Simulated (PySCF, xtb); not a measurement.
silicon dioxide molecule (O2Si), SMILES O=[Si]=O.

Harmonic wavenumbers (cm⁻¹) from xtb with GFN2-xTB at its own minimum, in rising order: 342, 342, 1180, 1695.

**Question.** What does ωB97X-D3(BJ)/def2-TZVP (PySCF) give at its own minimum? (An estimate is asked for; the answer gives what the named calculation found.)

**Answer.** 310, 310, 1028, 1481. Paired by order, the mean absolute difference is 107 cm⁻¹ and the zero-point energies are 5.1 and 4.5 kcal/mol.
